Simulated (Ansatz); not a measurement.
Question: Name a neutral molecule of B, Cl, N, Si and H with size of the dipole moment (ωB97M-V/def2-TZVPP) between 2.20 and 2.50 D and HOMO energy (B3LYP/def2-TZVPP) between -8.05 and -7.75 eV (Ansatz, PBE0-D4/def2-TZVP geometry).

Answer: `BB(Cl)N[SiH3]` (2.24 D, -7.99 eV). Other molecules can fit too; these were computed, each in one conformer that needn't be the lowest.

B3LYP here is the variant with VWN-RPA as its local correlation; programs differ in this.
